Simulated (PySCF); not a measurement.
**O (oxygen, neutral) across methods**

[He] 2s1 2p5, high-spin 3P determinant (an excited configuration). All numbers are calculated (PySCF 2.14, scalar relativity by spin-free X2C-1e, in x2c-TZVPPall with one added diffuse shell each of s, p, d type (6s4p3d1f, 40 functions)).

```csv
method,E (hartree),mean ε 2s α (eV),mean ε 2p α (eV),mean ε 2p β (eV),Σ⟨r²⟩ (bohr²),⟨S²⟩
PBE,-74.5301,-25.969,-10.828,-7.783,12.24,2.008
UHF,-74.24707,-40.206,-19.846,-12.130,12.10,2.042
MN15,-74.5581,-28.897,-13.644,-10.563,11.99,2.005
M06,-74.5674,-29.316,-12.963,-9.245,11.95,2.013
r2SCAN,-74.5543,-27.822,-11.593,-7.894,12.07,2.015
TPSSh,-74.5913,-28.063,-11.911,-8.355,12.09,2.010
LDA,-74.0513,-25.709,-10.964,-7.853,12.30,2.009
BLYP,-74.6085,-25.747,-10.708,-7.832,12.30,2.009
PBE0,-74.5144,-29.594,-13.137,-9.197,12.09,2.012
```
